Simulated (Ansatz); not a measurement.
Geometry optimisation, Ansatz, RKS B3LYP-D4/STO-3G.

Input file:

```yaml
crystal:
  periodic: [false, false, false]
  atoms:
    - { symbol: Si, position_ang: [0.0, 0.0, 0.0] }
    - { symbol: O, position_ang: [0.0, 0.0, 1.68] }
    - { symbol: C, position_ang: [-1.1112, -0.3437, 2.4945] }
    - { symbol: H, position_ang: [-1.814, -0.9775, 1.9143] }
    - { symbol: H, position_ang: [-0.7584, -0.9037, 3.3856] }
    - { symbol: H, position_ang: [-1.6313, 0.5809, 2.8212] }
    - { symbol: Cl, position_ang: [2.0086, 0.0, -0.7093] }
    - { symbol: O, position_ang: [-0.7913, 1.3709, -0.5594] }
    - { symbol: C, position_ang: [-2.1512, 1.4177, -0.9653] }
    - { symbol: H, position_ang: [-2.7687, 0.8215, -0.2614] }
    - { symbol: H, position_ang: [-2.5023, 2.4707, -0.9639] }
    - { symbol: H, position_ang: [-2.2473, 0.9975, -1.9882] }
    - { symbol: O, position_ang: [-0.7913, -1.3709, -0.5594] }
    - { symbol: C, position_ang: [-1.5365, -2.2685, 0.2501] }
    - { symbol: H, position_ang: [-1.2251, -2.1576, 1.3097] }
    - { symbol: H, position_ang: [-2.6187, -2.04, 0.1571] }
    - { symbol: H, position_ang: [-1.349, -3.3106, -0.083] }
basis:
  gaussian: { orbitals: STO-3G }
hamiltonian:
  xc: b3lyp
  dispersion: d4
relax:
  f_tol: 0.02
  max_steps: 40
output:
  orbitals: {}
```

Command:

```bash
$ ansatz run input.yaml --threads 1 --pin off --max-ram 2048MiB --backend cpu --events-out ev --progress --plain --runs-dir out
```

Q: Where does it end, and by what steps?

A: It converged. Limits of this set-up: minimal basis. After 20 steps the energy has fallen by 1.490 eV; H16 moved furthest, 1.35 Å.

| step | energy less start (eV) | largest force component (eV/Å) | accepted |
| --- | --- | --- | --- |
| 0 | 0.0000 | 2.691 | yes |
| 1 | -0.7873 | 0.948 | yes |
| 2 | -1.0134 | 0.487 | yes |
| 3 | -1.1321 | 0.651 | yes |
| 4 | -1.1824 | 0.986 | yes |
| 5 | -1.2524 | 0.283 | yes |
| 6 | -1.2749 | 0.147 | yes |
| 7 | -1.2875 | 0.410 | yes |
| 8 | -1.3089 | 0.184 | yes |
| 9 | -1.3346 | 0.351 | yes |
| 10 | -1.3507 | 0.457 | yes |
| 11 | -1.3788 | 0.354 | yes |
| 12 | -1.4095 | 0.253 | yes |
| 13 | -1.4272 | 0.541 | yes |
| 14 | -1.4588 | 0.280 | yes |
| 15 | -1.4764 | 0.084 | yes |
| 16 | -1.4841 | 0.168 | yes |
| 17 | -1.4881 | 0.105 | yes |
| 18 | -1.4898 | 0.027 | yes |
| 19 | -1.4899 | 0.023 | yes |
| 20 | -1.4901 | 0.008 | yes |

```xyz
17
Properties=species:S:1:pos:R:3
Si -0.671 -0.149 0.271
O 0.040 -0.301 1.809
C -0.937 -0.002 2.867
H -1.802 -0.702 2.872
H -0.407 -0.112 3.834
H -1.335 1.035 2.810
Cl 0.951 -0.443 -1.069
O -1.364 1.389 0.125
C -1.979 1.601 -1.191
H -2.769 0.854 -1.424
H -2.448 2.605 -1.173
H -1.233 1.584 -2.016
O -1.899 -1.275 -0.056
C -1.436 -2.663 0.049
H -1.062 -2.918 1.066
H -2.305 -3.315 -0.170
H -0.631 -2.901 -0.681
```

Whether the end is a true minimum wasn't checked by a vibrational analysis.

Run time: 2.5 min on 1 thread of Arm Neoverse V1, on a shared host, peak memory 0.17 GiB.
